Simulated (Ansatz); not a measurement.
Reaction (substitution at a C–S bond): `C#CSS[SiH2]C` + `[SiH3]S` → `C#CS[SiH3]` + `C[SiH2]SS`

Calculated with Ansatz (gas phase, PBE0-D4/def2-TZVP geometries, no zero-point term in ΔE). CCSD(T)/CBS is the MP2 limit (def2-TZVPP, def2-QZVPP) plus CCSD(T) − MP2 in def2-TZVPP, frozen cores. Functionals use def2-TZVPP. Each species was taken in one conformer, which may not be the lowest.

```json
{"level": "PBE-D4", "ΔE (kcal/mol)": "1.6"}
{"level": "SCS-MP2/def2-TZVPP", "ΔE (kcal/mol)": "1.1"}
{"level": "SCS-MP2/def2-QZVPP", "ΔE (kcal/mol)": "1.1"}
{"level": "HF/CBS(def2)", "ΔE (kcal/mol)": "0.3"}
```

Task: What does CCSD(T)/CBS give? (Best estimate.)

Result: Ansatz gave: +1.0 kcal/mol. The listed levels differ from it by 0.6, 0.1, 0.1, -0.7 kcal/mol.

Largest T1 diagnostic among the species: 0.013.

In def2-TZVPP, CCSD(T) changes the Hartree–Fock value by +0.8 kcal/mol (the triples alone add +0.3 kcal/mol) and MP2 by +1.1 kcal/mol.
